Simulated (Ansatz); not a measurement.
Mulliken charges of CH₃AlFGa (`[F][Al]1[CH2][GaH]1`) from r2SCAN/def2-TZVPP in Ansatz (PBE0-D4/def2-TZVP geometry).

| atom | x (Å) | y (Å) | z (Å) | charge (e) |
| --- | --- | --- | --- | --- |
| F1 | -0.633 | -2.680 | 1.151 | -0.321 |
| Al2 | -0.350 | -1.304 | 0.287 | 0.485 |
| C3 | 0.463 | 0.424 | 0.534 | -0.412 |
| Ga4 | -0.549 | 0.553 | -1.227 | 0.101 |
| H5 | 1.428 | 0.079 | 0.081 | 0.104 |
| H6 | 0.687 | 1.177 | 1.289 | 0.077 |
| H7 | -1.045 | 1.750 | -2.114 | -0.035 |

Q: By hand: the dipole of these point charges (1 e Å = 4.8032 D).

A: Σ q r = (0.025, 0.147, -0.393) e Å, of length 0.420 e Å = 2.02 D.

Q: How does the dipole of the full density compare? (An estimate is asked.)

A: Ansatz gave: (0.109, 0.279, -0.124) e Å, 1.56 D; the point charges give 1.29 times that, at 47° from its direction.

Point charges leave out the atoms' own dipoles, such as those of lone pairs, and Mulliken's split depends on the basis, so the two needn't agree.
